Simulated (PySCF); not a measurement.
## Electronic structure of W²⁺ (tungsten, charge +2) at the r2SCAN level

Configuration: [Xe] 4f14 5d4, high-spin 5D determinant. All numbers are calculated (PySCF 2.14, a scalar-relativistic core potential, in aug-cc-pVTZ-PP with ECP60MDF (6s6p5d3f2g, 88 functions)).

```json
{"Total energy": "-66.4474 hartree", "One-electron energy": "-105.0130 hartree", "Hartree (Coulomb) energy": "45.7852 hartree", "Exchange-correlation energy": "-7.2196 hartree", "⟨S²⟩": "6.0019", "⟨L²⟩": "6.046", "Sum of ⟨r⟩": "17.36 bohr", "Sum of ⟨r²⟩": "29.62 bohr²", "Traceless quadrupole moment −½Σ⟨3z² − r²⟩ along its main axis": "-1.43 e·bohr²"}
```

| shell | electrons | mean orbital energy (hartree) | spread (hartree) | rms radius, mean of both spins (bohr) |
| --- | --- | --- | --- | --- |
| 5s α | 1 | -3.55051 | 0 | 1.15 |
| 5s β | 1 | -3.46174 | 0 | 1.15 |
| 5p α | 3 | -2.24963 | 0.01383 | 1.34 |
| 5p β | 3 | -2.12904 | 0.04776 | 1.34 |
| 5d α | 4 | -0.78100 | 0.04007 | 2.01 |

Energies and moments cover only the electrons outside the core potential. Spin-orbit coupling, absent here, splits the open shell strongly.
